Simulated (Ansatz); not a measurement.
Molecule: phenylsilane, C6H8Si, net charge 0, singlet state. 
Coordinates optimised at B3LYP-D3(BJ)/def2-TZVP (Ansatz, a program for electronic structure):
SMILES: [SiH3]c1ccccc1
```xyz
15

Si     2.3182    -0.2437    -0.1520
C      0.4606    -0.0525    -0.0462
C     -0.3564    -1.1369     0.2923
C     -1.7338    -0.9901     0.4007
C     -2.3209     0.2483     0.1694
C     -1.5265     1.3368    -0.1716
C     -0.1496     1.1851    -0.2788
H      2.8656     0.7075    -1.1482
H      2.6582    -1.6314    -0.5465
H      2.9632     0.0358     1.1549
H      0.0853    -2.1107     0.4694
H     -2.3490    -1.8417     0.6621
H     -3.3942     0.3640     0.2508
H     -1.9798     2.3022    -0.3572
H      0.4551     2.0421    -0.5521
```

Total electronic energies in hartree. Correlated levels leave the core frozen unless marked. No spin-orbit coupling. No relativistic terms. CBS(X,Y): correlation extrapolated as X^-3; Hartree-Fock from the larger set.

The Hartree-Fock reference is unstable (checked in the largest basis), which strains HF and MP2. 

| level | program | energy (Eh) |
|---|---|---|
| RI-HF/cc-pV(Q+d)Z | Ansatz | -520.90780 |
| SVWN5/def2-TZVPD | Ansatz | … |
| CAM-B3LYP-D3(BJ)/def2-TZVPD | Ansatz + dftd3 | -522.91165 |
| LC-wPBE-D4/def2-TZVPD | Ansatz + dftd4 | … |
| wB97X/def2-TZVPD | Ansatz | … |
| MP2/6-31G | Ansatz | -521.22378 |
| MP2/aug-cc-pV(D+d)Z | Ansatz | -521.74558 |
| CCSD/STO-3G | Ansatz | -515.14956 |
| CCSD(T)/CBS(cc-pV(T+d)Z,cc-pV(Q+d)Z) | Ansatz | -522.1843 |

### Question
What belongs in the gaps?

### Answer

- SVWN5/def2-TZVPD, energy (Eh): -519.70940
- LC-wPBE-D4/def2-TZVPD, energy (Eh): -522.77852
- wB97X/def2-TZVPD, energy (Eh): -522.95784
